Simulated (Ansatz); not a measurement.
A run on `CC#[N+][Al-]([CH3])([CH3])[Cl]` with other settings.

```yaml
crystal:
  periodic: [false, false, false]
  atoms:
    - {symbol: C, position_ang: [2.264025, -0.152993, 2.465913]}
    - {symbol: C, position_ang: [1.328672, -0.000804, 1.379898]}
    - {symbol: N, position_ang: [0.591548, 0.128381, 0.516251]}
    - {symbol: Al, position_ang: [-0.649451, 0.489890, -1.054126]}
    - {symbol: C, position_ang: [-0.224320, -1.006341, -2.244414]}
    - {symbol: C, position_ang: [-2.385242, 0.637373, -0.158877]}
    - {symbol: Cl, position_ang: [0.217877, 2.375818, -1.642447]}
    - {symbol: H, position_ang: [2.291185, -1.195598, 2.786372]}
    - {symbol: H, position_ang: [3.258545, 0.149490, 2.133643]}
    - {symbol: H, position_ang: [1.957379, 0.475426, 3.303645]}
    - {symbol: H, position_ang: [-0.475793, -1.973609, -1.796227]}
    - {symbol: H, position_ang: [-0.789964, -0.931260, -3.178885]}
    - {symbol: H, position_ang: [0.835456, -1.027854, -2.515661]}
    - {symbol: H, position_ang: [-3.173342, 0.881814, -0.878582]}
    - {symbol: H, position_ang: [-2.677754, -0.298827, 0.328671]}
    - {symbol: H, position_ang: [-2.391719, 1.426395, 0.599128]}
basis:
  gaussian: {orbitals: def2-TZVPP}
magnetization: {spin_polarized: true, initial_magnetization: 0}
hamiltonian: {xc: {name: PBE0-DH}}
accuracy: high
output: {forces: true}
```

```sh
$ ansatz run in.yaml --threads 4 --pin off --events-out ev --progress --plain --max-ram 11315MiB
```

It prints (some lines left out):

```
Functional definition: PBE0-DH
6419 factors; integrals over basis functions are off by at most 1.4e-7 eV
mean field evaluation 1: about -24880.0359 eV, gradient 4.8e1 eV
mean field evaluation 2: about -24880.2011 eV, gradient 4.8e1 eV
mean field evaluation 4: about -24889.5620 eV, gradient 1.2e1 eV
mean field evaluation 8: about -24890.1577 eV, gradient 6.2e-1 eV
mean field evaluation 16: about -24890.1596 eV, gradient 8.8e-5 eV
mean field -24890.15955151 eV, -914.6964923618 hartree, gradient 1.8e-8 eV, S^2 0.000000; 0 other end points of the search recorded, 0 dependent functions left out
15 core orbitals not correlated: weight in the atoms' cores, before any rotation towards them, 1.000 or more for the frozen orbitals, at most 0.000 for the correlated occupied ones
reference -24890.15955419 eV, -914.6964924605 hartree; 20, 20 occupied and 330, 330 virtual orbitals, 6419 factors
second order -38.37292134 eV of doubles, -0.00000000 eV of singles
Total energy: -24894.95616936 eV, -914.8727648167 hartree
Atom 0 at     2.264025    -0.152993     2.465913 Å, force     0.122541    -0.020075     0.141038 eV/Å
Atom 1 at     1.328672    -0.000804     1.379898 Å, force    -0.149205     0.028153    -0.175132 eV/Å
Atom 2 at     0.591548     0.128381     0.516251 Å, force     0.167378    -0.029819     0.196061 eV/Å
Atom 3 at    -0.649451     0.489890    -1.054126 Å, force    -0.000482     0.028339    -0.022379 eV/Å
Atom 4 at    -0.224320    -1.006341    -2.244414 Å, force     0.010037    -0.055978    -0.055064 eV/Å
Atom 5 at    -2.385242     0.637373    -0.158877 Å, force    -0.074390     0.007942     0.026516 eV/Å
Atom 6 at     0.217877     2.375818    -1.642447 Å, force    -0.034014    -0.065014     0.015607 eV/Å
Atom 7 at     2.291185    -1.195598     2.786372 Å, force    -0.012091     0.154842    -0.056972 eV/Å
Atom 8 at     3.258545     0.149490     2.133643 Å, force    -0.155940    -0.043009     0.039675 eV/Å
Atom 9 at     1.957379     0.475426     3.303645 Å, force     0.036339    -0.092126    -0.133777 eV/Å
Atom 10 at    -0.475793    -1.973609    -1.796227 Å, force     0.033955     0.117297    -0.062951 eV/Å
Atom 11 at    -0.789964    -0.931260    -3.178885 Å, force     0.073605    -0.017720     0.112117 eV/Å
Atom 12 at     0.835456    -1.027854    -2.515661 Å, force    -0.133100    -0.002905     0.031020 eV/Å
Atom 13 at    -3.173342     0.881814    -0.878582 Å, force     0.090648    -0.030534     0.095812 eV/Å
Atom 14 at    -2.677754    -0.298827     0.328671 Å, force     0.029395     0.120894    -0.058628 eV/Å
Atom 15 at    -2.391719     1.426395     0.599128 Å, force    -0.004676    -0.100287    -0.092945 eV/Å
Dipole moment:     0.902436    -0.656743     1.450755 e Å
```

Hardware: 4 threads of an Arm Neoverse V1 on a shared host. Wall time 5.4 min, peak host memory 5.4 GiB.
